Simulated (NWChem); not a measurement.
H2BO2, doublet; SMILES O[B]O

```xyz
5

O     -1.2218     0.0000     0.0393
B      0.0000     0.0000    -0.5447
O      1.2218     0.0000     0.0393
H     -1.2136     0.0000     1.0166
H      1.2136     0.0000     1.0166
```
Atoms are numbered in this order, from 1.

Level: B3LYP/6-31G* (spherical d), spin-unrestricted (NWChem), optimised geometry, unscaled harmonic frequencies. In the optimisation the excess spin sits in a1 (C2v, its own frame).

| frequency (cm⁻¹) | IR intensity (km/mol) |
|---|---|
| 387 | 0.0 |
| 468 | 22.8 |
| 573 | 210.8 |
| 899 | 209.3 |
| 998 | 22.3 |
| 1186 | 0.1 |
| 1448 | 359.3 |
| 3579 | 12.3 |
| 3584 | 5.5 |

```
Quantity                                                                                             Result
-----------------------------------------------------------------------------------------  ----------------
zero-point energy                                                                             18.8 kcal/mol
thermal correction to the enthalpy at 298.15 K (with zero-point energy)                       21.7 kcal/mol
heat capacity Cv                                                                           11.0 cal/(mol K)
entropy at 298.15 K and 1 atm (symmetry number 2, electronic part: spin degeneracy alone)  61.0 cal/(mol K)
dipole moment                                                                                        3.19 D
```

Rigid rotor and harmonic oscillator.
